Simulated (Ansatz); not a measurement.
ClF2ISn (`[F][Sn]([F])([Cl])[I]`), relaxed with RKS PBE-D4/def2-SVP in Ansatz from a rough embedded geometry. The force threshold is 0.03 eV/Å; the program also tests the step.

Charge 0, multiplicity 1. Sn, I takes the def2 core potential.

Start:

```xyz
5

F     0.376   -1.949    0.509
Sn    0.101   -0.058    0.082
F     0.519    0.975    1.648
Cl    1.495    0.619   -1.600
I    -2.491    0.412   -0.640
```

By how much does the energy fall, and how many steps does the optimiser take? (An estimate is asked.)

The calculation gave: 6.55 kJ/mol, in 3 steps.

Which bonds change most? (Best estimate.)

Computed: Sn2–I5 from 2.731 to 2.666 Å; Sn2–Cl4 from 2.287 to 2.338 Å; Sn2–F3 from 1.922 to 1.942 Å; F1–Sn2 from 1.958 to 1.942 Å.

Give the relaxed structure. (An estimate is asked.)

Computed: 
```xyz
5

F     0.369   -1.886    0.493
Sn    0.049   -0.023    0.050
F     0.516    0.946    1.666
Cl    1.574    0.588   -1.613
I    -2.507    0.375   -0.595
```
